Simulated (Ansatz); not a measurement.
Relaxation of F3H3OSi2 (9 atoms, charge 0, multiplicity 1), to a largest force component of 0.02 eV/Å in at most 40 steps.

These are results of RKS PBE0/6-31G in Ansatz, not measurements.

```xyz
9
Properties=species:S:1:pos:R:3
Si 0.000 0.000 0.000
O 0.000 0.000 1.680
Si -1.315 -0.407 2.644
H -2.239 -1.240 1.880
H -0.851 -1.143 3.816
H -1.999 0.809 3.073
F 1.499 0.000 -0.529
F -0.749 1.297 -0.529
F -0.749 -1.297 -0.529
```

Where does it end, and by what steps?

The forces met the threshold. The force dipped under the threshold on the way, but the program's further checks kept it going. Limits of this set-up: no polarisation functions. After 9 steps the energy has fallen by 0.692 eV; H4 moved furthest, 0.86 Å.

```tsv
step	energy less start (eV)	largest force component (eV/Å)	accepted
0	0.0000	3.420	yes
1	-0.3602	2.365	yes
2	-0.5505	0.448	yes
3	-0.6288	0.266	yes
4	-0.6655	0.417	yes
5	-0.6897	0.037	yes
6	-0.6921	0.016	yes
7	-0.6922	0.077	yes
8	-0.6919	0.149	no
9	-0.6924	0.015	yes
```

```xyz
9
Properties=species:S:1:pos:R:3
Si -0.017 -0.011 -0.153
O -0.719 -0.223 1.288
Si -1.457 -0.445 2.814
H -2.650 -1.331 2.626
H -0.453 -1.083 3.723
H -1.866 0.901 3.328
F 1.635 0.070 -0.033
F -0.514 1.390 -0.887
F -0.361 -1.250 -1.200
```

Run time: 45 s on 1 thread of Arm Neoverse V1 (shared host), peak memory 0.15 GiB.
